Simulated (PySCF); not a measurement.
# Neon: a sound run and one with changed settings

Sound run: Ne⁺ [He] 2s2 2p5, Ne²⁺ [He] 2s2 2p4. Calculation: PySCF 2.14, in aug-cc-pVDZ; no relativity, point nucleus. The sound run starts from symmetry-adapted Hartree-Fock orbitals and uses a fine grid where one is needed.

Changed run: 26 angular points. This setting is unsound on purpose.

```json
{"species": "Ne⁺", "method": "UHF", "sound run (hartree)": "-127.76688", "changed run (hartree)": "-127.76688", "converged": "yes"}
{"species": "Ne⁺", "method": "PBE", "sound run (hartree)": "-128.01451", "changed run (hartree)": "-128.01387", "converged": "yes"}
{"species": "Ne⁺", "method": "TPSS", "sound run (hartree)": "-128.13655", "changed run (hartree)": "-128.13658", "converged": "yes"}
{"species": "Ne²⁺", "method": "UHF", "sound run (hartree)": "-126.32188", "changed run (hartree)": "-126.32188", "converged": "yes"}
{"species": "Ne²⁺", "method": "PBE", "sound run (hartree)": "-126.49975", "changed run (hartree)": "-126.49851", "converged": "yes"}
{"species": "Ne²⁺", "method": "TPSS", "sound run (hartree)": "-126.63030", "changed run (hartree)": "-126.63039", "converged": "yes"}
```

Ionisation energy of Ne⁺:

```csv
method,sound run (eV),changed run (eV)
UHF,39.321,39.321
PBE,41.219,41.235
TPSS,40.987,40.986
```

A coarse angular grid integrates products of high-l functions wrongly, so density functionals can shift, and the SCF can exploit the error; Hartree-Fock and MP2 need no grid.

For comparison, NIST gives 40.963 eV between the lowest levels.
